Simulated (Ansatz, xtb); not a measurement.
## Relative energy of two isomers of C6H9Br

We compare a, `Br[C@@H]1CC=CCC1`, a singlet, with b, `C[C@@H]1CCC=C1Br`, a singlet. Both are isolated molecules in the gas phase, relaxed with B3LYP-D3(BJ)/def2-SVP; the shapes shown needn't be the lowest conformers.

a (Å):

```json
{"atom": "C", "x (Å)": "-1.0707", "y (Å)": "0.5246", "z (Å)": "-0.0396"}
{"atom": "C", "x (Å)": "-0.8027", "y (Å)": "-0.4385", "z (Å)": "1.1135"}
{"atom": "C", "x (Å)": "0.3165", "y (Å)": "0.0181", "z (Å)": "2.0119"}
{"atom": "C", "x (Å)": "1.1716", "y (Å)": "0.9954", "z (Å)": "1.6870"}
{"atom": "C", "x (Å)": "1.1143", "y (Å)": "1.7474", "z (Å)": "0.3851"}
{"atom": "C", "x (Å)": "0.2238", "y (Å)": "1.0495", "z (Å)": "-0.6479"}
{"atom": "Br", "x (Å)": "-2.1892", "y (Å)": "2.0545", "z (Å)": "0.5937"}
{"atom": "H", "x (Å)": "-1.7077", "y (Å)": "0.0583", "z (Å)": "-0.8004"}
{"atom": "H", "x (Å)": "-1.7244", "y (Å)": "-0.6034", "z (Å)": "1.6933"}
{"atom": "H", "x (Å)": "-0.5480", "y (Å)": "-1.4240", "z (Å)": "0.6748"}
{"atom": "H", "x (Å)": "0.4143", "y (Å)": "-0.4897", "z (Å)": "2.9767"}
{"atom": "H", "x (Å)": "1.9474", "y (Å)": "1.2892", "z (Å)": "2.4018"}
{"atom": "H", "x (Å)": "2.1310", "y (Å)": "1.8743", "z (Å)": "-0.0240"}
{"atom": "H", "x (Å)": "0.7373", "y (Å)": "2.7692", "z (Å)": "0.5740"}
{"atom": "H", "x (Å)": "0.7553", "y (Å)": "0.1684", "z (Å)": "-1.0530"}
{"atom": "H", "x (Å)": "0.0095", "y (Å)": "1.7144", "z (Å)": "-1.4974"}
```

b (Å):

```xyz
16

C    -1.2486    1.8020    1.7270
C    -0.3428    1.3429    0.5869
C    -0.5954   -0.1161    0.1264
C     0.7784   -0.6772   -0.3090
C     1.7583    0.2067    0.4245
C     1.1399    1.2920    0.9017
Br    1.9991    2.7254    1.7980
H    -1.0233    2.8367    2.0255
H    -1.1209    1.1576    2.6119
H    -2.3056    1.7572    1.4202
H    -0.4786    2.0382   -0.2647
H    -0.9629   -0.6927    0.9912
H    -1.3606   -0.1820   -0.6612
H     0.9317   -0.5866   -1.4013
H     0.8970   -1.7464   -0.0675
H     2.8285    0.0083    0.4990
```

**Question.** Estimate E(b) − E(a) at the level CCSD(T)/def2-SVP + ΔMP2/def2-TZVPP.

**Answer.** Calculated at CCSD(T)/def2-SVP + ΔMP2/def2-TZVPP: E(b) − E(a) = +3.5 kcal/mol, so structure a lies lower.

How the difference moves with the method:

```json
{"level": "GFN2-xTB", "geometry": "GFN2-xTB", "E(b) − E(a) (kcal/mol)": "0.0", "departure from the last row (kcal/mol)": "−3.5", "job, with rough time for the two": "optimisation, 0.16 s"}
{"level": "HF/STO-3G", "geometry": "GFN2-xTB", "E(b) − E(a) (kcal/mol)": "−3.1", "departure from the last row (kcal/mol)": "−6.7", "job, with rough time for the two": "single point, 0.56 s"}
{"level": "r2SCAN-D4/def2-SVP", "geometry": "GFN2-xTB", "E(b) − E(a) (kcal/mol)": "+4.7", "departure from the last row (kcal/mol)": "+1.1", "job, with rough time for the two": "single point, 5.2 s"}
{"level": "B3LYP-D3(BJ)/def2-SVP", "geometry": "B3LYP-D3(BJ)/def2-SVP", "E(b) − E(a) (kcal/mol)": "+5.3", "departure from the last row (kcal/mol)": "+1.7", "job, with rough time for the two": "optimisation, 57 s"}
{"level": "HF/def2-SVP", "geometry": "B3LYP-D3(BJ)/def2-SVP", "E(b) − E(a) (kcal/mol)": "+5.5", "departure from the last row (kcal/mol)": "+2.0", "job, with rough time for the two": "part of the CCSD(T) run"}
{"level": "MP2/def2-SVP", "geometry": "B3LYP-D3(BJ)/def2-SVP", "E(b) − E(a) (kcal/mol)": "+3.1", "departure from the last row (kcal/mol)": "−0.4", "job, with rough time for the two": "part of the CCSD(T) run"}
{"level": "CCSD(T)/def2-SVP", "geometry": "B3LYP-D3(BJ)/def2-SVP", "E(b) − E(a) (kcal/mol)": "+4.0", "departure from the last row (kcal/mol)": "+0.4", "job, with rough time for the two": "single point"}
{"level": "CCSD(T)/def2-SVP + ΔMP2/def2-TZVPP", "geometry": "B3LYP-D3(BJ)/def2-SVP", "E(b) − E(a) (kcal/mol)": "+3.5", "departure from the last row (kcal/mol)": "", "job, with rough time for the two": "single point, 2.6 min"}
```

As drawn, both hold the same kinds of bond in the same numbers. Structure a has 0 methyl groups, b 1. Structure a has a 6-membered ring, b a 5-membered ring.

HF/STO-3G puts the two in the other order. GFN2-xTB finds them nearly level. The largest departure from CCSD(T)/def2-SVP + ΔMP2/def2-TZVPP is that of HF/STO-3G, 6.7 kcal/mol. The last row adds to CCSD(T) the change of the MP2 difference between the two basis sets, here −0.4 kcal/mol.

With thermal terms from frequencies at re-optimised GFN2-xTB minima (ideal gas, soft modes damped towards free rotors, one conformer each, 298.15 K, 1 atm): the zero-point term adds −0.5 kcal/mol; ΔH is +3.5 and ΔG +2.5 kcal/mol.

The correlated steps freeze 15 core orbitals; the filled d shell of Br is correlated, in a basis made for valence electrons. Run with Ansatz 0.2.0, xtb 6.7.1; the last row on 4 threads of Arm Neoverse V1 on a shared host.
